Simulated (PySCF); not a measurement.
**Cost of response and excited-state runs on SMILES C=C1C=CC(c2ncncn2)=C1, C9H7N3**

Geometry (Å), atoms numbered from 1 in this order:
```xyz
19

C    -3.4894   -0.0702   -1.2208
C    -2.3840   -0.1018   -0.4695
C    -2.2988   -0.3101    0.9775
C    -1.0082   -0.2707    1.3394
C    -0.1927   -0.0348    0.1463
C     1.2458    0.0683    0.1505
N     1.8710    0.2882   -1.0132
C     3.1807    0.3717   -0.9426
N     3.9067    0.2574    0.1603
C     3.1972    0.0419    1.2575
N     1.8873   -0.0609    1.3175
C    -1.0129    0.0662   -0.9312
H    -3.4436    0.0914   -2.2852
H    -4.4679   -0.2056   -0.7902
H    -3.1547   -0.4653    1.6066
H    -0.5863   -0.3859    2.3193
H     3.7152    0.5499   -1.8684
H     3.7448   -0.0583    2.1875
H    -0.7199    0.2377   -1.9487
```

PySCF with density fitting, on 1 thread of an Arm Neoverse V1, shared host. Command: `OMP_NUM_THREADS=1 python excited_run.py task.json out`

Task: How long does this run take, and how much memory?
- excited states, CAM-B3LYP/def2-SVP; Tamm-Dancoff; spin-orbit couplings; 8 states; 4 triplets; quadratic response for 4 states

Result: 
```tsv
run	level	basis functions	wall time	peak memory (GiB)
excited states	CAM-B3LYP/def2-SVP	203	75 s	1
```
Times from a shared host are rough.
